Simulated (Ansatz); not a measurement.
`CCO[SiH2]C` + H₂ → `C[SiH3]` + `CCO` at 600 K and 1 bar (hydrogenolysis of the Si–O bond).

Gas-phase electronic energies from Ansatz, PBE0-D4/def2-TZVP geometries. CBS: MP2 limit from def2 TZ/QZ plus the TZ coupled-cluster correction, frozen cores. This one scheme is used for every species. One conformer a species, not always the lowest.

```json
{"species": "`CCO[SiH2]C`", "CCSD(T)/CBS energy (Eh)": "-484.47586", "H − E (kJ/mol)": "400.0", "S (J/(mol·K))": "480.7"}
{"species": "H₂", "CCSD(T)/CBS energy (Eh)": "-1.17544", "H − E (kJ/mol)": "43.9", "S (J/(mol·K))": "150.8"}
{"species": "`C[SiH3]`", "CCSD(T)/CBS energy (Eh)": "-330.73916", "H − E (kJ/mol)": "199.7", "S (J/(mol·K))": "315.0"}
{"species": "`CCO`", "CCSD(T)/CBS energy (Eh)": "-154.88256", "H − E (kJ/mol)": "250.6", "S (J/(mol·K))": "328.9"}
```

H − E and S are ideal-gas, rigid-rotor, harmonic terms from PBE0-D4/def2-TZVP, for one conformer and one mirror image of each species. For small species the MP2-based limit differs from directly extrapolated CCSD(T) by up to some mEh (0.8 for H₂); such offsets cancel only in part. 1 Eh = 2625.50 kJ/mol, R = 8.31446 J/(mol·K).

Question: By hand: ΔE, ΔH, ΔS and ΔG.

Answer: ΔE = (-330.73916) + (-154.88256) − (-484.47586) − (-1.17544) = 0.02958 Eh = 77.7 kJ/mol. Δ(H − E) = 199.7 + 250.6 − 400.0 − 43.9 = 6.4, so ΔH = 84.1 kJ/mol. ΔS = 315.0 + 328.9 − 480.7 − 150.8 = 12.4 J/(mol·K). ΔG = 84.1 − 600 × (12.4)/1000 = 76.7 kJ/mol.

Question: By hand: the equilibrium constant, and the temperature at which ΔG would vanish if ΔH and ΔS stayed fixed.

Answer: log₁₀ K = −ΔG/(RT ln 10) = -6.7. ΔG = 0 at ΔH/ΔS = 6782 K, far beyond where these terms or the molecules hold.

The number of gas molecules stays the same, so ΔS is small and ΔH decides. A doubt of 5 kJ/mol in ΔE shifts log₁₀ K by 0.4 here. Other conformers and mirror images would add mixing entropy, several J/(mol·K) or more a flexible species. Modes under 60 cm⁻¹, often nearly free rotors, make the harmonic entropy too high. These are equilibria of isolated gas molecules and say nothing of rates. Largest T1 diagnostic: 0.010 (customary marks: 0.02 for closed shells, 0.045 for open ones).
